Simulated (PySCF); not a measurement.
Ligand exchange on a metal centre used in film growth or etching (Mo OH-NH2). Isolated molecules, 0 K electronic values unless said otherwise. One relaxed conformer stands for each flexible species; it need not be the lowest.

The LUMO from two functionals at the same geometries (TPSS-D3(BJ)/def2-SVP), both in PySCF: PBE-D3(BJ)/def2-TZVP and TPSSh-D3(BJ)/def2-TZVP. 

```csv
species,PBE-D3(BJ)/def2-TZVP (eV),TPSSh-D3(BJ)/def2-TZVP (eV)
0 of 6 OH replaced by NH2,-4.21,-3.98
1 of 6 OH replaced by NH2 ([Mo(OH)5(NH2)]),-3.84,-3.59
2 of 6 OH replaced by NH2 ([Mo(OH)4(NH2)2]),-3.53,-3.27
3 of 6 OH replaced by NH2 ([Mo(OH)3(NH2)3]),-3.20,-2.94
4 of 6 OH replaced by NH2 ([Mo(OH)2(NH2)4]),-2.92,-2.65
5 of 6 OH replaced by NH2 ([Mo(OH)(NH2)5]),-2.72,-2.45
6 of 6 OH replaced by NH2 ([Mo(NH2)6]),-2.33,-2.03
```

Over these rows, drawn at random from the members with no instability flagged (it was tested for open shells, ions and some series alone), PBE minus TPSSh-D3(BJ): mean -0.26 eV, from -0.30 eV to -0.23 eV.
